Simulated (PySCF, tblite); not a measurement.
Species: C₇H₇N₃.
Bonds: N1–C2, C2–C3 (aromatic), C3–C4 (aromatic), C4–C5 (aromatic), C5–C6 (aromatic), C6–C7 (aromatic), C7–N8 (aromatic), N8–N9 (aromatic), N9–C10 (aromatic), C2–C10 (aromatic), C6–C10 (aromatic). Hydrogens: H11, H12 on N1; H13 on C3; H14 on C4; H15 on C5; H16 on C7; H17 on N9.

The geometry is computed with GFN2-xTB (gas phase).

Task: What internal coordinates does the optimisation give?

Result: 
| bond | length (Å) | order |
| --- | --- | --- |
| N1–C2 | 1.390 | single |
| C2–C3 | 1.383 | aromatic |
| C3–C4 | 1.400 | aromatic |
| C4–C5 | 1.372 | aromatic |
| C5–C6 | 1.399 | aromatic |
| C6–C7 | 1.419 | aromatic |
| C7–N8 | 1.308 | aromatic |
| N8–N9 | 1.339 | aromatic |
| N9–C10 | 1.362 | aromatic |
| C2–C10 | 1.402 | aromatic |
| C6–C10 | 1.413 | aromatic |
| N1–H11, N1–H12 | 1.009 | single |
| C3–H13 | 1.081 | single |
| C4–H14 | 1.080 | single |
| C5–H15 | 1.078 | single |
| C7–H16 | 1.072 | single |
| N9–H17 | 1.006 | single |

Bonds in one row agree within 0.01 Å and their mean is given. Orders are formal, as drawn. A selection of angles:
| angle | degrees |
| --- | --- |
| N1–C2–C3 | 122.5 |
| N1–C2–C10 | 121.5 |
| C3–C2–C10 | 116.0 |
| C2–C3–C4 | 122.2 |
| C3–C4–C5 | 121.9 |
| C4–C5–C6 | 117.5 |
| C5–C6–C7 | 135.8 |
| C5–C6–C10 | 120.3 |
| C7–C6–C10 | 104.0 |
| C6–C7–N8 | 111.1 |
| C7–N8–N9 | 107.2 |
| N8–N9–C10 | 111.7 |
| C2–C10–N9 | 131.9 |
| C2–C10–C6 | 122.1 |
| C6–C10–N9 | 106.0 |
| H11–N1–C2 | 115.7 |
| H12–N1–C2 | 114.2 |
| H17–N9–N8 | 119.5 |
| H17–N9–C10 | 128.6 |

N1 (aniline-type nitrogen) is pyramidal (angles 115.7°, 114.2° and 112.8°, sum 342.7°, 0.27 Å off the plane of its three neighbours). N8 (pyridine-type nitrogen) is bent (angle 107.2°). The 7 C–C bonds span 1.372 Å (C4–C5, aromatic) to 1.419 Å (C6–C7, aromatic), a spread of 0.047 Å. N9 (pyrrole-type nitrogen) is planar (angles 128.6°, 119.5° and 111.7°, sum 359.8°, 0.03 Å off the plane of its three neighbours). The C–N distances run from 1.308 Å (C7–N8, aromatic) to 1.390 Å (N1–C2, drawn single), a spread of 0.082 Å. The 10 heavy atoms lie in one plane (0.011 Å rms). The 6-membered ring C2–C3–C4–C5–C6–C10 has internal angles of 116.0° to 122.2° (sum 720°, against 720° for a flat polygon); it is planar, 0.01 Å rms from its mean plane, widest ring torsion 1°.

Its GFN2-xTB frequencies are all real (lowest 161 cm⁻¹).
